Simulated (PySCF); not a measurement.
**Solvent effects on NMR parameters**

Bonds (- single, = double, # triple, : aromatic): C1-C2, C2#C3, C3-C4, C4:C5, C5:C6, C6:C7, C7:N8, N8:C9, C9:C4. C1 carries H10, H11, H12; C5 carries H13; C6 carries H14; C7 carries H15; C9 carries H16.

GIAO PBE0/pcSseg-1 in PySCF on one PBE0-D3(BJ)/def2-SVP conformer, non-relativistic, equivalent nuclei averaged. Solvents enter as an IEF-PCM continuum (chloroform with ε = 4.7, dimethylsulfoxide with ε = 46.8) around the gas-phase geometry. Shifts are referred to TMS computed in the same medium.

Gas phase, δ in ppm: C9 159.7, C7 153.2, C5 145.0, C6 127.3, C4 125.3, C2 98.5, C3 83.3, C1 5.7, H16 8.80, H15 8.61, H13 7.69, H14 7.15, H10/H11/H12 2.18. Dipole moment 2.68 D.

Question: How does each δ change in the continuum?

Answer: 
```csv
atoms,environment,"Δδ, chloroform","Δδ, dimethylsulfoxide"
C9,aromatic CH next to a ring nitrogen,+0.5,+0.6
C7,aromatic CH next to a ring nitrogen,+1.3,+1.8
C5,aromatic CH,+2.4,+3.5
C6,aromatic CH,+2.3,+3.3
C4,substituted aromatic carbon,+0.9,+1.3
C2,alkyne carbon,+3.4,+4.7
C3,alkyne carbon,-0.6,-0.9
C1,propargylic methyl carbon,0.0,+0.1
H16,hydrogen on an aromatic CH next to a ring nitrogen,0.00,-0.01
H15,hydrogen on an aromatic CH next to a ring nitrogen,+0.05,+0.08
H13,hydrogen on an aromatic CH,+0.25,+0.36
H14,hydrogen on an aromatic CH,+0.31,+0.45
H10/H11/H12,hydrogen on a propargylic methyl carbon,+0.12,+0.17
```

Changes are relative to the gas phase. The dipole moment becomes 3.30 D in chloroform, 3.56 D in dimethylsulfoxide.

Question: Which nuclei move most (in ppm), and what does the model miss?

Answer: C2 (alkyne carbon, +4.7 ppm) in dimethylsulfoxide. A continuum only polarises the solute; specific hydrogen bonds, the anisotropy of aromatic solvents and changes of geometry or conformer are outside it.
